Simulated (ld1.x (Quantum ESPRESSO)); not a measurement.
The numbers below are computed, except where a source is named.
# Potentials for Al (Z = 13) compared

Generated with ld1.x 7.5 (TM, RRKJ, ultrasoft, PAW), atompaw 4.2 or ONCVPSP 4.0.1. The cutoff is in Ry: for ld1.x and atompaw files where the sum of valence levels is converged to 10 mRy in a Bessel basis, for ONCV files where the hardest occupied wave has 1 mHa per electron of residual kinetic energy. The error is the largest all-electron minus pseudo excitation energy over each file’s own four to seven test configurations (ionisations up to +4, promotions, holes and added fractions of an electron), all of which were solved. The labels leave out finer settings (local radius, basis sizes, second energies), which also bear on the numbers. Spin-polarised tests are not counted. The rows are a selection from randomly drawn settings: files with unsolved tests, undetermined cutoffs or missed reference levels are left out.

| potential | cutoff (Ry) | largest error (meV) | bound ghosts |
| --- | --- | --- | --- |
| TM, revPBE, scalar-relativistic, rc 1.50/2.80 (sp), local smoothed, core correction no, reference 3s2 3p1 | 25 | +39 | none |
| TM, PBEsol, scalar-relativistic, rc 1.75/2.55/2.60 (spd), local s, core correction no, reference 3s2 3p1 | 10 | +19 | none |
| ultrasoft, LDA (PZ), scalar-relativistic, rc 2.05/2.45/2.50 (spd), local smoothed, core correction yes, reference 3s2 3p1 | 6 | -8.6 | none |
| TM, PBEsol, scalar-relativistic, rc 2.35/2.40/1.90 (spd), local smoothed, core correction yes, reference 3s2 3p1 | 8 | -31 | none |

(1) Fill in the row for Al: TM, PBE, scalar-relativistic, rc 1.40/2.40 (sp), local s, core correction no, reference 3s1 3p0.

(2) Fill in the row for Al: TM semilocal, PW91, scalar-relativistic, rc 1.95/2.35/1.80 (spd), local d, core correction yes, reference 3s2 3p1.

## Answers

(1) cutoff 35 Ry, largest error +57 meV, bound ghosts: none.

(2) cutoff 10 Ry, largest error +12 meV, bound ghosts: none.
